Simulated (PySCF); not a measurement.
WO3, SMILES [O]=[W](=[O])=[O], multiplicity 1. Atoms are numbered in the order given.

```xyz
4

W      0.0000     0.0000    -0.1538
O      1.3942     0.8049     0.4743
O      0.0000    -1.6099     0.4743
O     -1.3942     0.8049     0.4743
```
Charge 0, spin multiplicity 1.

Coordinates come from a B3LYP-D3(BJ)/def2-TZVP optimisation. The spin state was assumed, not searched. The isomer is the one that the SMILES or the coordinates give; other isomers of the formula were not compared. The def2 effective core potentials stand for the cores of W; spin–orbit coupling is left out.

All values below come from TDDFT-LC-ωPBE/def2-SVPD (PySCF).

Vertical excitations; the highest root listed may be one member of a degenerate set. Isolated molecule, no solvent. State labels are in the subgroup Cs.

Computed lowest excited states:
```csv
state,symmetry,energy (eV),λ (nm),f,main pairs
S1,A",2.86,434,0.000,HOMO→LUMO 95 %
S2,A",3.20,387,0.010,HOMO−2→LUMO (degenerate set)
S3,A',3.20,387,0.010,HOMO−1→LUMO (degenerate set)
S4,A',4.02,309,0.001,HOMO−3→LUMO 95 %
S5,A",4.95,250,0.000,"HOMO→LUMO+1, HOMO−2→LUMO+1, HOMO−1→LUMO+2 (degenerate set)"
S6,A',4.95,250,0.000,"HOMO→LUMO+2, HOMO−2→LUMO+2, HOMO−1→LUMO+1 (degenerate set)"
S7,A',5.32,233,0.009,HOMO−4→LUMO (degenerate set)
S8,A",5.32,233,0.009,HOMO−5→LUMO (degenerate set)
S9,A',5.41,229,0.014,"HOMO−1→LUMO+1 47 %, HOMO−2→LUMO+2 47 %"
S10,A",5.46,227,0.000,"HOMO−1→LUMO+2 47 %, HOMO−2→LUMO+1 47 %"
T1,A",2.73,454,0,HOMO→LUMO 93 %
T2,A",2.89,430,0,HOMO−2→LUMO (degenerate set)
T3,A',2.89,430,0,HOMO−1→LUMO (degenerate set)
T4,A',3.47,357,0,HOMO−3→LUMO 87 %
```
Triplets are in the Tamm–Dancoff approximation, which puts them higher than full response would, so one can lie above its singlet here.
